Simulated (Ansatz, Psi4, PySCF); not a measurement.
C2H3O2, doublet, geometry from GFN2-xTB. Base run: CCSD(T)/STO-3G (PySCF).

The PySCF input:
```python
from pyscf import gto, scf, cc

mol = gto.Mole()
mol.atom = '''
    C    -0.241744    0.214389    0.004552
    O     0.230380    1.315484    0.012491
    O    -1.279745   -0.382174    0.007296
    C     1.023874   -0.905434   -0.019249
    H     1.949220   -0.345411   -0.021383
    H     0.884572   -1.497373    0.876178
    H     0.868348   -1.477429   -0.924909
'''
mol.basis = 'sto-3g'
mol.charge = 0
mol.spin = 1
mol.verbose = 3
mol.build()

mf = scf.UHF(mol)
mf.kernel()

mycc = cc.CCSD(mf)
mycc.kernel()
et = mycc.ccsd_t()
print('E(CCSD(T)) = %.10f' % (mycc.e_tot + et))
```

The same geometry, method and basis name were run in Ansatz (an electronic-structure program) and Psi4 and PySCF, at each program's defaults and at the settings that a row names. The base is PySCF at its defaults. Differences at the defaults can come from grids, fitting, cores and function types together. The rows with settings made alike still differ; the cause (another SCF solution, basis table, core potential or functional code) wasn't traced.

```tsv
code and settings	ΔE vs base (mEh)	basis functions	E (Eh)	SCF cycles
PySCF, defaults (exact integrals, spherical functions, all electrons correlated)	0.000	23	-224.38454	15
Psi4, defaults (exact integrals, spherical functions, all electrons correlated)	0.000	23	-224.38454	18
Ansatz, defaults (factorised integrals, spherical functions, frozen core)	4.365	23	-224.38017	-
PySCF, frozen core	0.915	23	-224.38362	15
Psi4, exact integrals, spherical functions, frozen core	0.915	23	-224.38362	18
Ansatz, high accuracy, frozen core	4.352	23	-224.38018	-
```

Open shells are given as the SCF converged; they aren't shown to be the lowest states, and a large step between rows can be another state.

Ansatz warned in this series: the method lies far from an estimate of full CI.
